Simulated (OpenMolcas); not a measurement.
## Mn4+: from CASSCF to CASPT2

```json
{
 "Program": "OpenMolcas 26.06",
 "Basis": "ANO-RCC-VQZP [7s6p4d3f2g1h]",
 "Scalar Hamiltonian": "DKH2, point nucleus",
 "Active space": "3 electrons in 10 orbitals (3d 4d)",
 "State averaging": "2S+1 = 4 even, 10 roots; 2S+1 = 2 even, 40 roots",
 "Spin-orbit coupling": "state interaction with AMFI integrals over the reference wave functions, term energies averaged over their components"
}
```

Methods on the same reference wave functions:
A. CASSCF
B. SS-CASPT2, IPEA 0.25 Eh, imaginary shift 0.1 Eh (closed shells correlated: 3s 3p)
C. MS-CASPT2, IPEA 0.25 Eh, imaginary shift 0.1 Eh (closed shells correlated: 3s 3p)

Energies in cm-1 above 3d3 4F 3/2, the measured ground level; measured values from Corliss and Sugar, J. Phys. Chem. Ref. Data 6, 1253 (1977).

| Level | A | B | C | Measured |
| --- | --- | --- | --- | --- |
| 3d3 4F 3/2 | 0.0 | 0.0 | 0.0 | 0.0 |
| 3d3 4F 5/2 | 363 | 365 | 365 | 359 |
| 3d3 4F 7/2 | 857 | 861 | 861 | 835 |
| 3d3 4F 9/2 | 1471 | 1473 | 1473 | 1412 |
| 3d3 4P 1/2 | 20188 | 17140 | 17140 | 16434 |
| 3d3 4P 3/2 | 20344 | 17290 | 17290 | 16595 |
| 3d3 2G 7/2 | 20556 | 18080 | 18080 | 17892 |
| 3d3 4P 5/2 | 20785 | 17740 | 17740 | 17049 |
| 3d3 2G 9/2 | 21073 | 18610 | 18610 | 18399 |
| 3d3 2H 9/2 | 27169 | 25460 | 25460 | 24975 |
| 3d3 2P 1/2 | 27202 | 23460 | 23460 | 23082 |
| 3d3 2P 3/2 [70 %] | 27312 | 23410 | 23410 | 22919 |
| 3d3 2H 11/2 | 27568 | 25870 | 25870 | 25334 |
| 3d3 2D 3/2(1) [72 %] | 29612 | 25250 | 25250 | 24670 |
| 3d3 2D 5/2(1) | 29891 | 25360 | 25360 | 24630 |
| 3d3 2F 7/2 | 46802 | 41410 | 41410 | 40423 |
| 3d3 2F 5/2 | 47021 | 41630 | 41630 | 40707 |
| 3d3 2D 5/2(2) | 72495 | 64940 | 64950 | 62608 |
| 3d3 2D 3/2(2) | 72730 | 65180 | 65170 | 62854 |

Deviations, from unrounded energies. A percentage is the sum of absolute deviations over the sum of measured energies, with the sign that they share, or ± where signs differ.

| Against measurement | Levels | A | B | C |
| --- | --- | --- | --- | --- |
| mean absolute deviation (cm-1) | 18 | 4000 | 690 | 690 |
| fine structure of the ground term (%) | 3 | +3.3 | +3.6 | +3.6 |
| other terms of the ground configuration (%) | 15 | +16.5 | +2.8 | +2.8 |

B, C lie about equally close to measurement and A furthest from it. The largest miss of C in the table is 3d3 2D 5/2(2), by +2300 cm-1. The ranking rests on the paired levels alone, and a cruder setting can come out closer through cancelling errors.

Between B and C no level of the table moves by more than 5 cm-1.

The two smallest mean deviations differ by little beside CASPT2's spread within terms, so their order carries little weight.

From A to B the spin-free energies of the other terms of 3d3 shown, above 4F, scale by factors of 0.84 to 0.94, as is usual when dynamic correlation screens the repulsion within a d or f shell.

The lowest spin-free term lies below A's lowest term by 0.362 hartree in B, 0.362 hartree in C.

CASPT2 does not keep the components of a term degenerate, so their means are used; among the terms shown or strongly mixed into the levels shown the widest spread is 1100 cm-1 (3d3 4F, C). Active for correlation alone: 4d; no level in the range computed is led by a configuration that fills it, so any true level of that kind is missing. Without dynamic correlation excited terms often stand tens of per cent too high (terms of higher spin than the ground term too low), and those without a measured partner can miss by more than the paired ones (holds for A). Some levels mix across a computed gap that differs much from the measured one, so their mixing is not that of the real levels (holds for A). The CASPT2 spread within a term exceeds the gap to the next term for 3d3 2D(1) and 3d3 2H, so the order of their levels is uncertain (holds for C). Measured partners are found by configuration, term and J. A level has none where our copy of the source lacks it or the pairing is in doubt (some pairs that miss far off the trend of their configuration count as doubtful), and it then counts in no deviation. Levels of configurations outside the active space are missing.

A share in square brackets marks a mixed level and gives the weight of the term that names it, the lowest over the columns. A number in round brackets counts repeated terms of one configuration in the order of the reference energies.
